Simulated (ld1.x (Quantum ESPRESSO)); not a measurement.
u(r) = r·R(r): atom against pseudo-atom (lanthanum)

Columns: radius, all-electron u(r) and pseudo u(r) of the 4f shell (level -5.70 eV) of lanthanum in the configuration [Kr] 4d10 4f0 5s2 5p6 5d1 6s1.75 6p0; PBE, scalar-relativistic, RRKJ scheme, ld1.x (Quantum ESPRESSO) 7.5.

| r (bohr) | all-electron | pseudo |
| --- | --- | --- |
| 0.190 | 0.1855 | 0.0065 |
| 0.380 | 0.6099 | 0.0884 |
| 0.570 | 0.8612 | 0.3370 |
| 0.760 | 0.9187 | 0.7099 |
| 0.950 | 0.8723 | 1.0166 |
| 1.140 | 0.7869 | 1.0873 |
| 1.330 | 0.6938 | 0.9305 |
| 1.520 | 0.6040 | 0.7028 |
| 1.710 | 0.5217 | 0.5385 |
| 1.900 | 0.4483 | 0.4485 |
| 2.090 | 0.3843 | 0.3843 |
| 2.280 | 0.3291 | 0.3291 |
| 2.470 | 0.2821 | 0.2821 |
| 2.660 | 0.2421 | 0.2421 |
| 2.850 | 0.2083 | 0.2083 |
| 3.040 | 0.1797 | 0.1797 |
| 3.230 | 0.1554 | 0.1554 |
| 3.420 | 0.1349 | 0.1349 |
| 3.610 | 0.1173 | 0.1173 |
| 3.800 | 0.1023 | 0.1023 |
| 3.990 | 0.0893 | 0.0893 |
| 4.180 | 0.0781 | 0.0781 |
| 4.370 | 0.0684 | 0.0684 |
| 4.560 | 0.0600 | 0.0600 |
| 4.750 | 0.0526 | 0.0526 |
| 4.940 | 0.0462 | 0.0462 |

How many radial nodes do the two functions have?

The all-electron 4f function has n − l − 1 = 0; the pseudo-wave has 0.

At about which radius was the pseudo-wave matched?

2.00 bohr, where the columns begin to agree (steps of 0.19 bohr).

Where does each function peak?

Outermost all-electron maximum near 0.76 bohr, pseudo maximum near 1.14 bohr (to the table’s step).

Is the pseudo-wave norm-conserving?

Yes: the RRKJ scheme keeps the norm inside the radius equal to the all-electron one, which fixes the energy derivative of the logarithmic derivative at the level.
